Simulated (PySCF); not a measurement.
CH4GeOSe.
SMILES: `[GeH3][O]C=[Se]`

Theory: EOM-IP-CCSD/aug-cc-pVDZ in PySCF, restricted Hartree–Fock reference, 20 core orbitals frozen, non-relativistic, gas phase, PBE0-D3(BJ)/def2-SVP geometry.

Hartree–Fock orbital energies give these Koopmans values (eV): HOMO 8.89, HOMO-1 9.44, HOMO-2 12.64, HOMO-3 13.46, HOMO-4 13.55, HOMO-5 16.28, HOMO-6 16.78, HOMO-7 18.94.

Problem. What vertical ionisation energies does EOM-IP-CCSD give?

Solution. 
| leading hole (HF orbital) | Koopmans (eV) | EOM-IP-CCSD (eV) | change (eV) | one-hole share |
| --- | --- | --- | --- | --- |
| HOMO | 8.89 | 8.48 | -0.41 | 0.95 |
| HOMO-1 | 9.44 | 9.29 | -0.15 | 0.95 |
| HOMO-2 | 12.64 | 11.29 | -1.35 | 0.95 |
| HOMO-3 | 13.46 | 12.61 | -0.85 | 0.94 |
| HOMO-4 | 13.55 | 12.82 | -0.73 | 0.94 |
| HOMO-5 | 16.28 | 14.49 | -1.79 | 0.92 |
| HOMO-6 | 16.78 | 14.58 | -2.20 | 0.90 |
| HOMO-7 | 18.94 | 16.39 | -2.55 | 0.90 |

Problem. Does the order of the lines follow the orbital energies?

Solution. Yes, no two lines change places. The corrections run from -2.55 to -0.15 eV, with a mean of -1.25 eV over the 8 lines; no line lies above its Koopmans value.

Problem. At what kinetic energies would He II light (40.81 eV) eject these electrons?

Solution. 32.33 eV (HOMO), 31.52 eV (HOMO-1), 29.52 eV (HOMO-2), 28.20 eV (HOMO-3), 27.99 eV (HOMO-4), 26.32 eV (HOMO-5), 26.23 eV (HOMO-6), 24.42 eV (HOMO-7).

Problem. What total energy has the lowest final state, and which wavelength reaches it?

Solution. E(CCSD) + ionisation energy = -4590.85619 + 0.31153 = -4590.54466 Eh, at the geometry of the initial state. The threshold wavelength is 1239.84 eV nm/8.48 eV = 146.2 nm.

Lines less than 0.15 eV apart could change places at a higher level. One root was sought for each valence orbital with −ε under 21 eV, eight at most, so deeper holes and satellites are missing; no vibrational structure.

The values belong to the conformer `[GeH3:1][O:2][CH:3]=[Se:4]`: Ge1–O2–C3–Se4 0°.
